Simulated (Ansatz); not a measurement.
A structure relaxed at PBE-D4/def2-SVP in Ansatz, charge -1, singlet:

Cartesian coordinates in Å:
```
As -4.071 -2.135 0.460
As -0.316 -0.397 -4.509
As 1.040 3.112 -2.266
As -3.158 1.059 2.588
As -0.709 3.526 1.214
As -1.696 0.548 -1.085
As -0.355 -3.048 -0.202
As 2.240 -0.502 -1.502
As 0.538 -0.091 2.267
As 3.036 2.576 0.830
As 4.164 -1.452 1.749
Ga -2.429 -0.592 -3.163
Ga -3.725 0.373 0.310
Ga -2.572 -4.148 0.233
Ga -1.214 2.940 -1.136
Ga 1.958 -1.267 -3.854
Ga 3.047 1.783 -1.550
Ga -2.765 3.529 2.673
Ga -1.587 -0.686 3.442
Ga 1.071 2.281 2.403
Ga 0.224 -0.620 -0.091
Ga 4.059 -2.006 -0.703
Ga 2.229 -1.540 3.366
H -4.872 -2.362 1.741
H -5.228 -2.414 -0.503
H -0.582 -0.895 -5.934
H -0.188 1.078 -4.889
H 1.427 4.591 -2.355
H 0.876 2.889 -3.769
H -4.489 0.851 3.319
H -0.219 4.978 1.170
H 0.154 -3.511 -1.563
H 0.704 -3.738 0.650
H 3.437 4.054 0.817
H 4.324 2.060 1.472
H 4.880 -0.110 1.903
H 5.301 -2.291 2.342
H -3.585 0.196 -3.902
H -2.559 -2.134 -2.794
H -5.009 0.979 -0.394
H -2.997 -4.887 -1.099
H -2.489 -4.843 1.648
H -2.217 3.924 -1.862
H 3.025 -0.548 -4.783
H 1.758 -2.841 -3.857
H 4.356 2.216 -2.324
H -3.931 4.274 1.897
H -2.307 3.963 4.127
H -1.387 -0.565 5.009
H -2.067 -2.056 2.779
H 1.464 2.924 3.793
H 3.522 -3.498 -0.736
H 5.435 -1.585 -1.371
H 1.743 -3.047 3.264
H 2.713 -0.893 4.729
```

Q: Give its formula.

A: Ga12As11H32⁻, a nanocrystal cut from zinc blende GaAs (hydrogen-capped).

Q: Summarise the bond lengths by kind (pairs closer than 1.2 times the sum of covalent radii, bridged metal pairs left out).

A: 30 × As–Ga 2.42 to 2.54 Å; 18 × Ga–H 1.58 to 1.60 Å; 14 × As–H 1.52 to 1.53 Å.

Single mean-field runs in def2-SVP are fitted with def2-universal-jkfit.
